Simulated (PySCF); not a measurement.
Calculation: B3LYP-D3(BJ)/def2-TZVP // PBE0-D4/def2-SVP run with PySCF. Isolated molecules, 0 K electronic values unless said otherwise. One relaxed conformer stands for a flexible species; it need not be the lowest. B3LYP has the VWN-RPA correlation part, as in Gaussian. Delta-SCF ions had no search for a lower state. Excitations are Tamm–Dancoff values on a coarser integration grid. The basis has no diffuse functions, so Rydberg states are missing or too high.

Reference species (SMILES): `B[C@@]12CC[C@@H](C[C@@H]1C=O)C2` (neutral, multiplicity 1).

```json
{
  "T1 excitation (TDA)": "3.73 eV",
  "S1 oscillator strength": "0.002",
  "vertical ionisation energy (Delta-SCF)": "9.38 eV"
}
```

After one change: the T1 excitation (TDA) rises by 0.05 eV; the S1 oscillator strength stays essentially unchanged; the vertical ionisation energy (Delta-SCF) increases by 0.18 eV.

Question: What was changed between the two runs? The new species is one of these.
A) `B[C@]1(C=O)[C@H]2CC[C@@H]1CC2`
B) `B[C@@H]1[C@H]2CC[C@]1(C=O)CC2`
C) `B[C@@H]1[C@@H]2CC[C@@H](C2)[C@@H]1C=O`
D) `B[C@@H]1C[C@H]2CC[C@@H]1[C@H]2C=O`

Answer: D, `B[C@@H]1C[C@H]2CC[C@@H]1[C@H]2C=O`
